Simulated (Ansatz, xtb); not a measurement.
# Two isomers of C4H4B2F2

Structure X is `B/C(C#C)=C\B(F)F`, a singlet and structure Y is `B/C=C\C#CB(F)F`, a singlet. Both are isolated molecules in the gas phase, relaxed with PBE0-D3(BJ)/def2-SVP; the shapes shown needn't be the lowest conformers.

X (Å):

```xyz
12

C     0.0646   -0.7784   -0.5970
C     0.2296    0.4729   -1.2442
C     0.3368    1.5260   -1.8408
C     0.6444   -1.1053    0.5957
B    -0.8475   -1.8698   -1.2951
B     0.2631   -2.5133    1.0022
F     0.5768   -3.2363    2.0478
F    -0.5681   -3.1304    0.0897
H    -2.0466   -1.7513   -1.2086
H    -0.3843   -2.4938   -2.2199
H     0.4394    2.4620   -2.3590
H     1.2872   -0.4157    1.1462
```

Y (Å):

```xyz
12

C     1.5798   -1.3234   -1.0992
C     0.2613   -1.6177   -0.9524
C    -0.6889   -0.8664   -0.2189
C    -1.5592   -0.2669    0.3950
B     2.2588   -0.0880   -0.4700
B    -2.6224    0.5011    1.1690
F    -3.3204    1.4600    0.5975
F    -2.8765    0.2260    2.4311
H     1.6076    0.6806    0.1965
H     3.4374    0.1165   -0.6379
H     2.1525   -2.0323   -1.7071
H    -0.1580   -2.5152   -1.4286
```

Question: Estimate E(Y) − E(X) at the level CCSD(T)/def2-SVP + ΔMP2/def2-TZVPP.

Answer: Calculated at CCSD(T)/def2-SVP + ΔMP2/def2-TZVPP: E(Y) − E(X) = −33.8 kJ/mol, so structure Y lies lower.

How the difference moves with the method:

| level | geometry | E(Y) − E(X) (kJ/mol) | departure from the last row (kJ/mol) | job, with rough time for the two |
| --- | --- | --- | --- | --- |
| PBE0-D3(BJ)/def2-SVP | PBE0-D3(BJ)/def2-SVP | −25.5 | +8.2 | optimisation, 2.2 min |
| HF/def2-SVP | PBE0-D3(BJ)/def2-SVP | −52.8 | −19.0 | part of the CCSD(T) run |
| MP2/def2-SVP | PBE0-D3(BJ)/def2-SVP | −34.5 | −0.8 | part of the CCSD(T) run |
| CCSD(T)/def2-SVP | PBE0-D3(BJ)/def2-SVP | −35.0 | −1.3 | single point |
| CCSD(T)/def2-SVP + ΔMP2/def2-TZVPP | PBE0-D3(BJ)/def2-SVP | −33.8 |  | single point, 60 s |

As drawn, both hold the same kinds of bond in the same numbers.

The levels shown agree on the order. The largest departure from CCSD(T)/def2-SVP + ΔMP2/def2-TZVPP is that of HF/def2-SVP, 19.0 kJ/mol. Levels run at GFN2-xTB geometries aren't shown. The last row adds to CCSD(T) the change of the MP2 difference between the two basis sets, here +1.3 kJ/mol.

With thermal terms from frequencies at re-optimised GFN2-xTB minima (ideal gas, soft modes damped towards free rotors, one conformer each, 298.15 K, 1 atm): the zero-point term adds −2.5 kJ/mol; ΔH is −33.2 and ΔG −43.8 kJ/mol.

The correlated steps freeze 8 core orbitals. Run with Ansatz 0.2.0, xtb 6.7.1; the last row on 4 threads of Arm Neoverse V1 on a shared host.
